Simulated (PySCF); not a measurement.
CH4OSTe, SMILES CS[Te]O. Atoms are numbered in the order given.

```xyz
8

Te     0.4182     0.2101     0.5983
O      1.3449     1.4381    -0.6826
H      0.7169     2.1381    -0.9035
S     -0.7183    -1.2936    -0.8521
C     -2.3050    -0.4775    -1.2056
H     -2.8462    -0.2350    -0.2815
H     -2.8948    -1.1997    -1.7902
H     -2.1579     0.4291    -1.8075
```

Coordinates come from a PBE0-D3(BJ)/def2-SVP optimisation. The def2 effective core potentials stand for the cores of Te; spin–orbit coupling is left out. Other conformers were not sampled.

Calculation: HF/def2-TZVP in PySCF.

ESP charges are fitted to the potential on shells at 1.4 to 2.0 van der Waals radii. Atomic charges (e):

| atom | Mulliken | ESP fit | Löwdin |
|---|---|---|---|
| Te1 | 0.44 | 0.23 | 0.38 |
| O2 | -0.68 | -0.59 | -0.47 |
| H3 | 0.34 | 0.41 | 0.14 |
| S4 | -0.19 | -0.13 | 0.17 |
| C5 | -0.29 | -0.35 | -0.53 |
| H6 | 0.13 | 0.11 | 0.10 |
| H7 | 0.13 | 0.19 | 0.11 |
| H8 | 0.12 | 0.14 | 0.10 |

Computed Mayer and Wiberg (Löwdin basis) orders of the bonds:
```tsv
bond	Mayer	Wiberg
Te1–O2	0.85	1.30
O2–H3	0.88	1.10
Te1–S4	1.15	1.53
S4–C5	0.97	1.49
C5–H6	0.97	0.95
C5–H7	0.96	0.94
C5–H8	0.97	0.95
```
